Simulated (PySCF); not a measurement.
## NiF⁻: from constants to spectrum

CAM-B3LYP constants of NiF⁻, triplet, unpaired electrons σ ↑, π ↑ (basis Ni def2-TZVPPD, F def2-TZVPPD; no relativity; PySCF 2.14; masses 57.9353 and 18.9984 u):

| Quantity | Value |
| --- | --- |
| ωe | 499.7 cm⁻¹ |
| ωexe | 4.43 cm⁻¹ |
| Be | 0.35057 cm⁻¹ |
| αe | 0.00401 cm⁻¹ |

Problem. What force constant and bond length do these constants imply?

Solution. Reduced mass μred = 14.307 u; k = 5.8918×10⁻⁷·μred·ωe² (u, cm⁻¹, mdyn/Å) = 2.10 mdyn/Å; Re = √(16.8576/(μred·Be)) (u, cm⁻¹, Å) = 1.833 Å.

Problem. Estimate the centrifugal constant D from the Kratzer relation and find the Dunham coefficient a1.

Solution. D = 4Be³/ωe² = 6.9e-07 cm⁻¹; a1 = −1 − αeωe/(6Be²) = -3.72.

De is left out where the level can put another filling of the metal’s s and d shells below the measured ground configuration, by anything from nothing to about 1 eV. With d or f electrons several states lie close, and the lowest PBE0 determinant need not be the measured ground state.
